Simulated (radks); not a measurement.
Results of a calculation; reference values are marked as such.
Problem. These are the eigenvalues of the occupied orbitals of an atom or ion with whole-number occupations (hartree). Level of theory: non-relativistic Kohn-Sham, BLYP, spin-polarised, spherical densities, point nucleus (a radial shooting solver on a logarithmic mesh with Libxc functionals).

| orbital | eigenvalue |
|---|---|
| 1s up | -181.9120 |
| 1s down | -181.8791 |
| 2s up | -23.52579 |
| 2s down | -23.49908 |
| 2p up | -20.33946 |
| 2p down | -20.30048 |
| 3s up | -5.80296 |
| 3s down | -5.65787 |
| 3p up | -4.90860 |
| 3p down | -4.76810 |

Which element is it, and in what charge state? The configuration may be excited. Open shells, if any, are filled with parallel spins first.

Solution. Z = 22, titanium, charge +6: Ti6+ in [Ne] 3s2 3p4. The list shows which subshells hold electrons but not how many an open one holds; the 1s level, -181.91 hartree, gives Z - s = 19.1 by -(Z - s)^2/2, which with screening narrows Z to a few neighbours, and the depths of the outer levels then fix element, charge and occupations together.
